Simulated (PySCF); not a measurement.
Gas-phase reaction: GeCl4 + 3 GeH4 ⇌ 4 GeH3 + 4 Cl

Computed with PySCF (xtb for GFN2) and rigid-rotor harmonic-oscillator thermochemistry at 1 bar. † marks an energy on the PBE0/def2-TZVP geometry and frequencies; other levels use their own. CCSD(T) freezes the core. 6-31G* has spherical d functions here. Open shells (unrestricted): GeH3 (multiplicity 2), Cl (multiplicity 2, electronic degeneracy 6); the rest are closed-shell singlets. GFN2 has no spin-polarisation term. Spin-orbit splitting is ignored; it lowers the true energy and changes the entropy of Cl. B3LYP is the form with VWN-RPA correlation. Ge: all electrons, no relativistic terms. GeH3: computed as isolated molecules; such fragments, hydroxides, amides, oligomers or adducts are transient or little studied in the gas. CCSD(T) isn't extrapolated to the basis-set limit; its ΔH°(298 K) is 1497.3 kJ in def2-SVP and 1598.1 kJ in def2-TZVPP. The harmonic model lacks anharmonicity and excited electronic states, which grow with temperature; levels with a mode under 35 cm⁻¹ are left out.

```json
[
 {"level": "B3LYP/6-31G*", "ΔE electronic, kJ": "1529", "ΔH°(298 K), kJ": "1505", "ΔS°(298 K), J/K": "589", "ΔG°(2500 K), kJ": "39"},
 {"level": "B3LYP/def2-TZVP†", "ΔE electronic, kJ": "1566", "ΔH°(298 K), kJ": "1542", "ΔS°(298 K), J/K": "591", "ΔG°(2500 K), kJ": "68"},
 {"level": "CCSD(T)/def2-SVP†", "ΔE electronic, kJ": "1521", "ΔH°(298 K), kJ": "1497", "ΔS°(298 K), J/K": "591", "ΔG°(2500 K), kJ": "24"},
 {"level": "GFN2-xTB", "ΔE electronic, kJ": "1776", "ΔH°(298 K), kJ": "1730", "ΔS°(298 K), J/K": "577", "ΔG°(2500 K), kJ": "278"},
 {"level": "HF/def2-TZVP†", "ΔE electronic, kJ": "1201", "ΔH°(298 K), kJ": "1177", "ΔS°(298 K), J/K": "591", "ΔG°(2500 K), kJ": "-297"},
 {"level": "PBE0/def2-QZVP†", "ΔE electronic, kJ": "1625", "ΔH°(298 K), kJ": "1601", "ΔS°(298 K), J/K": "591", "ΔG°(2500 K), kJ": "127"},
 {"level": "r2SCAN/def2-TZVP†", "ΔE electronic, kJ": "1641", "ΔH°(298 K), kJ": "1617", "ΔS°(298 K), J/K": "591", "ΔG°(2500 K), kJ": "143"},
 {"level": "ωB97M-V/def2-TZVP†", "ΔE electronic, kJ": "1668", "ΔH°(298 K), kJ": "1644", "ΔS°(298 K), J/K": "591", "ΔG°(2500 K), kJ": "170"}
]
```
ΔH° is lowest at HF/def2-TZVP† and highest at GFN2-xTB. No reference value is set beside these.
